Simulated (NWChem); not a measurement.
Molecule: BH₂O₂Cl; SMILES OB(O)Cl

```xyz
6

B     -0.0184     0.4438     0.0000
Cl     0.0236    -1.3417     0.0000
O     -1.2349     1.0493     0.0000
H     -1.1372     2.0197     0.0000
O      1.1362     1.1755     0.0000
H      1.9289     0.6109     0.0000
```
Atoms are numbered in this order, from 1.

Program: NWChem. Pople sets run with spherical d functions. Coordinates come from a PBE-D3(BJ)/def2-SVP optimisation. Core excitations by TDA in a window of 1s orbitals, non-relativistic and unshifted: absolute energies depend strongly on the exact-exchange share.

Question: Predict the results for Cl K edge, BHandHLYP/6-311G**. Quantities: first 1s excitation (eV); dipole oscillator strength of the first.

Answer: 
```json
{
  "first 1s excitation (eV)": "2795.1",
  "dipole_oscillator_strength_of_the_first": "0.0028"
}
```
